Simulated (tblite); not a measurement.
Compound: C5H4OS2.
Structure used (GFN2-xTB), in Å, numbered top down from 1:
```
atom  x, y, z in Å
O1    -0.827    2.271   -0.775
C2    -0.597    1.129   -0.406
C3    -1.663    0.144   -0.230
C4    -1.491   -1.120    0.168
S5     0.021   -1.862    0.558
C6     1.126   -0.543    0.286
S7     2.795   -1.013    0.611
C8     0.762    0.685   -0.123
H9    -2.659    0.501   -0.448
H10   -2.316   -1.807    0.283
H11    3.328    0.172    0.314
H12    1.522    1.442   -0.265
```

Level: GFN2-xTB in tblite, geometry and Hessian alike; calculated harmonic values, unscaled, isolated species. This tight-binding method is rough: wavenumbers can miss measured ones by several per cent, in bad cases by 10 to 20. Modes of hydrogen on sulfur can be 10 to 20 % off. One conformer, not necessarily the lowest.

Harmonic wavenumbers (cm⁻¹): 85.7, 147.3, 210.1, 241.8, 320.2, 322.8, 425.3, 434.6, 442.4, 613.2, 616.5, 713.6, 760.1, 792.8, 830.1, 860.1, 878.1, 901.8, 930.6, 1145.0, 1220.8, 1246.4, 1299.9, 1545.5, 1612.3, 1664.8, 2422.5, 3060.5, 3075.5, 3086.7.

A = 2424, B = 1175, C = 791.6 MHz; mass 143.970 u (most abundant isotopes); point group Cs, symmetry number 1.

Task: What is the zero-point energy?

Result: ½Σν̃ = 15954 cm⁻¹ = 190.84 kJ/mol.

Task: Entropy at 200 K, 1 bar (ideal gas, RRHO, classical rotation)?

Result: Translation 162.54, rotation 117.80, vibration 44.09: S = 324.4 J/(mol K).

Task: And Cp and H(200 K) − H(0)?

Result: Cp = 95.57 J/(mol K), of which vibrations give 62.31 (their classical limit is 30 R = 249.4); H(200 K) − H(0) = 12.08 kJ/mol without the zero-point energy, 5.43 from vibrations.

Task: What must be added to the electronic energy to get the Gibbs energy at 200 K and 1 bar?

Result: ZPE + [H(200 K) − H(0)] − T·S = 190.84 + 12.08 − 64.88 = 138.04 kJ/mol.

Task: Blend soft modes into free rotors: weight 1/[1 + (100 cm⁻¹/ν̃)⁴] for the oscillator and the rest for a rotor with moment μB/(μ + B), μ = h/(8π²ν), B = 10⁻⁴⁴ kg m². What vibrational entropy results?

Result: 43.37 J/(mol K) in place of 44.09, which changes −T·S at 200 K by +0.14 kJ/mol.

Task: How do the functions run with temperature in this model?

Result: 
```
 T (K)  S (J/(mol K))  Cp (J/(mol K))  H − H(0) (kJ/mol)  G − H(0) (kJ/mol)  ln q(vib)
   150          299.6            77.7               7.75             -37.19       1.25
   250          347.6           112.7              17.30             -69.61       2.88
298.15          368.8           128.1              23.10             -86.86       3.72
   400          410.5           155.9              37.62            -126.58       5.57
   600          481.4           193.5              72.87            -216.00       9.19
   900          566.7           225.7             136.25            -373.75      14.21
```

q(vib) and H(0) count from the zero-point level.

Task: Which modes carry the vibrational entropy at 200 K?

Result: 85.7 cm⁻¹: 12.47; 147.3 cm⁻¹: 8.21; 210.1 cm⁻¹: 5.63; 241.8 cm⁻¹: 4.69; 320.2 cm⁻¹: 3.00; 322.8 cm⁻¹: 2.96 J/(mol K); the other 24 give 7.13 together.

Hindered rotation and anharmonicity are outside this model. Other conformers, if any are populated, would add a mixing term that is left out.
